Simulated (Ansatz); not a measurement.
Relaxation of BrClF2H2Si (7 atoms, charge 0, multiplicity 1), to a largest force component of 0.03 eV/Å in at most 50 steps.

These are results of Ansatz 0.2.0, UKS PBE0-D4/def2-SVP, not measurements.

```xyz
7
Properties=species:S:1:pos:R:3
Si -0.700 0.237 -0.734
Cl 1.786 -1.281 1.117
F -0.244 -1.292 -0.785
F -2.290 0.203 -0.531
H -0.368 0.872 -2.017
H 1.764 -0.340 2.026
Br 0.051 1.601 0.923
```

**Question.** Where does it end, and by what steps?

**Answer.** It converged. The force dipped under the threshold on the way, but the program's further checks kept it going. After 30 steps the energy has fallen by 0.392 eV; H6 moved furthest, 1.54 Å.

```tsv
step	energy less start (eV)	largest force component (eV/Å)	accepted
0	0.0000	0.898	yes
2	-0.2109	0.892	yes
4	-0.2636	0.476	yes
6	-0.2850	0.255	yes
8	-0.2924	0.329	no
10	-0.2916	0.451	no
12	-0.2967	0.083	yes
14	-0.3012	0.494	yes
16	-0.3210	0.623	yes
18	-0.3328	1.194	no
20	-0.3649	0.197	yes
22	-0.3700	0.147	yes
24	-0.3781	0.342	yes
26	-0.3889	0.042	yes
28	-0.3917	0.066	yes
30	-0.3921	0.016	yes
```

```xyz
7
Properties=species:S:1:pos:R:3
Si -0.727 0.379 -0.467
Cl 2.452 -0.776 0.808
F -0.662 -1.037 0.311
F -2.186 0.450 -1.132
H 0.297 0.419 -1.520
H 1.356 -1.424 1.006
Br -0.531 1.989 0.993
```

Whether the end is a true minimum wasn't checked by a vibrational analysis.

Run time: 2.2 min on 4 threads of Arm Neoverse N1, on a shared host, peak memory 0.39 GiB.
